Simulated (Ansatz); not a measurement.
Conformers of C3H10N (SMILES CC[NH2+]C), B3LYP-D3(BJ)/def2-TZVP minima from an xTB search, which can miss the lowest.
Conformer 1 (charge 1, multiplicity 1):
```xyz
14

C     -1.90200    -0.27915     0.26860
C     -0.56257     0.32352    -0.09720
N      0.55037    -0.28332     0.73400
C      1.91807     0.25620     0.43667
H     -2.15961    -0.09271     1.31270
H     -2.67544     0.17964    -0.34653
H     -1.92835    -1.35408     0.08116
H     -0.29562     0.14119    -1.13710
H     -0.52583     1.39612     0.08739
H      0.54582    -1.29649     0.59479
H      0.33438    -0.13873     1.72311
H      1.91407     1.32626     0.62512
H      2.64099    -0.23821     1.08056
H      2.14571     0.05976    -0.60743
```
Conformer 2 (charge 1, multiplicity 1):
```xyz
14

C      1.5717     0.4234     0.1352
C      0.5797    -0.6519     0.5218
N     -0.6562    -0.6370    -0.3647
C     -1.5172     0.5873    -0.2500
H      2.4663     0.3000     0.7451
H      1.1921     1.4281     0.3151
H      1.8757     0.3357    -0.9099
H      0.2177    -0.5371     1.5426
H      1.0062    -1.6487     0.4150
H     -1.2217    -1.4592    -0.1447
H     -0.3605    -0.7489    -1.3374
H     -0.9505     1.4492    -0.5860
H     -1.8056     0.7060     0.7911
H     -2.3977     0.4530    -0.8731
```

Cores are frozen in the correlated methods. MP2 and its Hartree–Fock in cc-pVQZ are density fitted.

Codes used: Ansatz (a program for electronic structure) with Gaussian orbitals. 

The energy of conformer 2 above conformer 1 is E(conformer 2) − E(conformer 1). Total energies (hartree):

| level | conformer 2 | conformer 1 |
|---|---|---|
| HF/cc-pVTZ | -173.7222000 | -173.7242160 |
| MP2/cc-pVTZ | -174.4656736 | -174.4669504 |
| HF/cc-pVQZ | -173.7336239 | -173.7356719 |
| MP2/cc-pVQZ | -174.5231457 | -174.5244475 |
| MP2/cc-pVDZ | -174.2770034 | -174.2783681 |
| CCSD(T)/cc-pVDZ | -174.3546616 | -174.3560397 |

**Question.** Work out the energy of conformer 2 above conformer 1 at the basis-set limit: extrapolate the MP2 correlation part as X⁻³, take Hartree–Fock from the larger set, and add the CCSD(T) − MP2 difference of cc-pVDZ.

**Answer.** 
1. Differences (1 hartree = 627.509 kcal/mol): HF/cc-pVTZ 1.265; MP2/cc-pVTZ 0.801; HF/cc-pVQZ 1.285; MP2/cc-pVQZ 0.817; MP2/cc-pVDZ 0.856; CCSD(T)/cc-pVDZ 0.865.
2. Correlation parts, MP2 less HF: -0.464 in cc-pVTZ (X = 3), -0.468 in cc-pVQZ (X = 4).
3. Limit (4³·(-0.468) − 3³·(-0.464))/(4³ − 3³) = -0.472; with HF/cc-pVQZ it gives 0.814.
4. CCSD(T) less MP2 in cc-pVDZ: 0.008.
Result: 0.82 kcal/mol, against 0.80 at MP2/cc-pVTZ. It is an estimate of this method's limit, not of the exact value.
